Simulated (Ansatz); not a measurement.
Reaction (formal hydrolysis of a Ge–O bond): `[BH2][GeH2][O]C` + H₂O → `[BH2][GeH2][OH]` + CH₃OH

Calculated with Ansatz (gas phase, PBE0-D4/def2-TZVP geometries, no zero-point term in ΔE). CCSD(T)/CBS adds triple-zeta CCSD(T) − MP2 to the extrapolated MP2 energy (def2 sets, frozen cores). This one scheme is used for every species. Functionals use def2-TZVPP. B3LYP here is the variant with VWN-RPA as its local correlation; programs differ in this. For Ge outer-core shells are correlated without core-valence functions, which leaves a few kJ/mol of doubt a bond. Scalar relativity is left out up to krypton. One conformer a species, not always the lowest.

Question: Is it downhill or uphill in electronic energy at CCSD(T)/CBS, and by how much? (Best estimate.)

Answer: Computed: Uphill: ΔE = +6.7 kJ/mol.

Question: What do these levels give: PBE-D4, B3LYP-D4, ωB97M-V, B2PLYP, r2SCAN, B3LYP, HF/def2-TZVPP, SCS-MP2/def2-TZVPP, CCSD/def2-TZVPP, CCSD(T)/def2-TZVPP, HF/CBS(def2), MP2/CBS(def2)? (An estimate is asked.)

Answer: The calculation gave: PBE-D4 3.5, B3LYP-D4 3.9, ωB97M-V 3.0, B2PLYP 1.9, r2SCAN 2.3, B3LYP -1.0, HF/def2-TZVPP -2.9, SCS-MP2/def2-TZVPP 4.3, CCSD/def2-TZVPP 3.9, CCSD(T)/def2-TZVPP 5.3, HF/CBS(def2) -2.7, MP2/CBS(def2) 8.1 kJ/mol.

Largest T1 diagnostic among the species: 0.012.

The D4 term adds +4.9 kJ/mol with B3LYP and +2.8 kJ/mol with PBE0; it sums over pairs of atoms, weighted by their polarisabilities, and B3LYP, whose exchange is more repulsive, gets the larger term. In def2-TZVPP, CCSD(T) changes the Hartree–Fock value by +8.2 kJ/mol (the triples alone add +1.4 kJ/mol) and MP2 by +9.5 kJ/mol.
